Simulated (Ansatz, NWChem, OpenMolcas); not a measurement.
## How basis sets differ on GeSiH4F2 (SMILES F[SiH](F)[GeH3])

The species is GeSiH4F2 (8 atoms), meant as a singlet with charge 0. SMILES: `F[SiH](F)[GeH3]`. The shape is that of a PBE0-D4/def2-TZVP optimisation.

Quantity: the HOMO–LUMO gap, in eV. The values are calculated.

```tsv
level	kind	program	value (eV)	CPU time
HF/ANO-R0 (sfX2C)	Hartree–Fock	OpenMolcas	13.60	7.5 s
HF/ANO-RCC-MB (DKH2)	Hartree–Fock	OpenMolcas	16.01	6.3 s
HF/STO-3G	Hartree–Fock	Ansatz	18.80	0.26 s
HF/3-21G	Hartree–Fock	Ansatz	14.79	0.45 s
HF/6-31G	Hartree–Fock	OpenMolcas	14.67	6.2 s
HF/def2-SVP	Hartree–Fock	NWChem	14.74	16 s
```

All-electron rows without a relativistic Hamiltonian named are non-relativistic. The values span 13.60 to 18.80 eV. A Hartree–Fock LUMO above zero doesn't converge with the basis: it sinks as sets grow more diffuse. Orbital gaps aren't excitation energies. Times are those of the runs behind each value, whatever else they computed, on shared processors of several kinds: orders of magnitude only.
